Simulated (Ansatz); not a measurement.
`CCC(CC(C)c1ccc(OC(C)=O)cc1)c1ccc(OC(C)=O)cc1`, 52 atoms. Hardware: 2 threads of AMD EPYC 7R13 on a shared host and a share (18 GiB) of an NVIDIA H100 80GB HBM3.

Single mean-field runs in def2-SVP, def2-TZVP are fitted with def2-universal-jkfit.

(1) How many basis functions does each of these Ansatz runs have, and roughly what does it cost? PBE-D4/def2-SVP, charge 0 singlet, energy, from earlier orbitals; PBE0-D4/def2-TZVP, charge -1 doublet, energy, from earlier orbitals; PBE-D4/def2-TZVP, charge 0 singlet, energy and forces, from earlier orbitals; LDA (SPW92)/def2-TZVP, charge 1 doublet at the geometry of the charge 0 singlet, energy, from earlier orbitals; PBE with 50 % exact exchange/def2-SVP, charge 0 singlet, energy, from earlier orbitals; PBE0-D4/def2-TZVP, charge 1 doublet, energy, from earlier orbitals; HF/STO-3G, charge 0 singlet, energy; r2SCAN-D4/def2-TZVP, charge 0 singlet, energy and forces, from earlier orbitals; PBE-D4/def2-TZVP, charge -1 doublet at the geometry of the charge 0 singlet, energy, from earlier orbitals; PBE0-D4/def2-TZVP, charge -1 doublet at the geometry of the charge 0 singlet, energy; PBE with 5 % exact exchange/def2-SVP, charge 0 singlet, energy, from earlier orbitals; B3LYP-D4/6-31G, charge 0 singlet, energy.

Answers

(1) Other jobs shared the machine, so times can vary by a factor of up to 3. A dash marks memory too small to be measured apart from the calling script's.

```
                                                                                                           run  functions  fitting or Cholesky vectors  wall time  peak host memory (GiB)
                                                                           HF/STO-3G, charge 0 singlet, energy        156                         2256      7.5 s                       –
                                                                      B3LYP-D4/6-31G, charge 0 singlet, energy        286                         3926      8.5 s                       –
                         PBE with 5 % exact exchange/def2-SVP, charge 0 singlet, energy, from earlier orbitals        494                         2426       11 s                       –
                                              PBE-D4/def2-SVP, charge 0 singlet, energy, from earlier orbitals        494                         2426       12 s                       –
                        PBE with 50 % exact exchange/def2-SVP, charge 0 singlet, energy, from earlier orbitals        494                         2426       12 s                       –
                                  PBE-D4/def2-TZVP, charge 0 singlet, energy and forces, from earlier orbitals        962                         2426       12 s                       –
                               r2SCAN-D4/def2-TZVP, charge 0 singlet, energy and forces, from earlier orbitals        962                         2426       16 s                       –
LDA (SPW92)/def2-TZVP, charge 1 doublet at the geometry of the charge 0 singlet, energy, from earlier orbitals        962                         2426       16 s                     1.5
                                           PBE0-D4/def2-TZVP, charge -1 doublet, energy, from earlier orbitals        962                         2426       17 s                       –
                                            PBE0-D4/def2-TZVP, charge 1 doublet, energy, from earlier orbitals        962                         2426       20 s                       –
    PBE-D4/def2-TZVP, charge -1 doublet at the geometry of the charge 0 singlet, energy, from earlier orbitals        962                         2426       20 s                     1.6
                          PBE0-D4/def2-TZVP, charge -1 doublet at the geometry of the charge 0 singlet, energy        962                         2426       26 s                     1.7
```
